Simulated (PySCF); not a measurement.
**Dipole moment and polarisability of `C[Si](C)(C)[Si](Cl)(Cl)Cl`**

C3H9Cl3Si2.
Geometry (PBE0-D3(BJ)/def2-SVP, Å), atoms numbered from 1 in this order:
```
atom  x, y, z in Å
C1    -0.0660    1.9588    0.1378
Si2   -0.2094    0.0869    0.0853
C3    -1.5747   -0.4881   -1.0687
C4    -0.3776   -0.6559    1.8024
Si5    1.7966   -0.7256   -0.7831
Cl6    3.3916   -0.2299    0.4393
Cl7    2.1927    0.0371   -2.6653
Cl8    1.7510   -2.7884   -0.9435
H9     0.8075    2.2650    0.7336
H10   -0.9653    2.4067    0.5902
H11    0.0502    2.3703   -0.8765
H12   -1.4160   -0.0994   -2.0863
H13   -1.6000   -1.5874   -1.1228
H14   -2.5580   -0.1383   -0.7155
H15   -1.3350   -0.3635    2.2627
H16    0.4386   -0.3125    2.4563
H17   -0.3397   -1.7552    1.7569
```

Level: B3LYP/def2-SVPD (PySCF), static field, nuclei fixed, core orbitals frozen in the response. The polarisability tensor in these axes (au):

```
x   134.84  -2.30  -2.62
y    -2.30 129.87   1.03
z    -2.62   1.03 130.18
```

Problem. What are the eigenvalues, a third of the trace, and Δα (Δα² = ½Σ(αi − αj)² over the three pairs)?

Solution. Principal values 128.97, 129.00 and 136.91 au; mean 131.63 au = 19.51 Å³ = 21.70 × 10⁻⁴⁰ C²·m²/J; Δα = 7.93 au (6 % of the mean).

Problem. What is the dipole moment, and where does it point?

Solution. (-2.84, 1.17, 1.21) D, 3.30 D in size, pointing from the negative to the positive side. Measured along this direction, the outermost atoms are Cl7, Cl6 and Cl8 at the negative end and H10, H14 and H15 at the positive end.

Problem. Rayleigh depolarisation ratio (linearly polarised light, static tensor)?

Solution. ρ = 3Δα²/(45ᾱ² + 4Δα²) = 188.6/(779662 + 251.5) = 0.000242.

Problem. What molar refraction does this α imply?

Solution. Lorentz–Lorenz: R = (4π/3)N_A α = 2.5225 cm³/(mol·Å³) × 19.51 Å³ = 49.2 cm³/mol, in the limit of long wavelengths.

Problem. How large is μ²/3kT at 250 K beside α?

Solution. In Gaussian units μ²/3kT = 105.39 Å³ against 19.51 Å³, a ratio of 5.40; the Debye molar polarisation (4π/3)N_A(α + μ²/3kT) is 315.1 cm³/mol, leaving out the vibrational part.

Problem. Traceless (Buckingham) quadrupole moment about the centre of nuclear charge: eigenvalues?

Solution. -1.48, -1.45, 2.92 D·Å. The values depend on the origin, since the dipole doesn't vanish. The electronic extent ⟨r²⟩ about the same centre is 2275 bohr², a root-mean-square distance of 2.45 Å for the 106 electrons.

Geometry: PBE0-D3(BJ)/def2-SVP; no solvent, vibrations or thermal averaging.
